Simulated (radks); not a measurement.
Values are calculated unless marked as measured or tabulated.
Spin polarisation of the 5p3 shell in the iodine ion I2+. Start: [Kr] 4d10 5s2 5p(up 1.5, down 1.5); electrons of 5p are moved from spin down to spin up, other shells keep equal spins. Level of theory: scalar-relativistic Kohn-Sham, BLYP, spin-polarised, spherical densities, finite nucleus; Fermi nuclear charge, rms radius of each element as measured or else 0.836 A^(1/3) + 0.57 fm (a radial shooting solver on a logarithmic mesh with Libxc functionals).

| moment (Bohr magnetons) | E - E(0) (eV) | e(5p up) (eV) | e(5p down) (eV) | 5s down minus up (eV) | 4d down minus up (eV) |
|---|---|---|---|---|---|
| 0 | 0.000 | -24.346 | -24.346 | 0.000 | 0.000 |
| 0.75 | -0.104 | -24.606 | -24.052 | 0.539 | 0.098 |
| 1.5 | -0.413 | -24.827 | -23.739 | 1.063 | 0.195 |
| 2.25 | -0.915 | -25.006 | -23.419 | 1.560 | 0.291 |
| 3 | -1.597 | -25.148 | -23.102 | 2.024 | 0.386 |

At moment 3 the spin-polarisation energy is -1.597 eV and the 5p exchange splitting 2.046 eV, that is 0.682 eV per Bohr magneton; E = -I m^2/4 would give I = 0.710 eV.
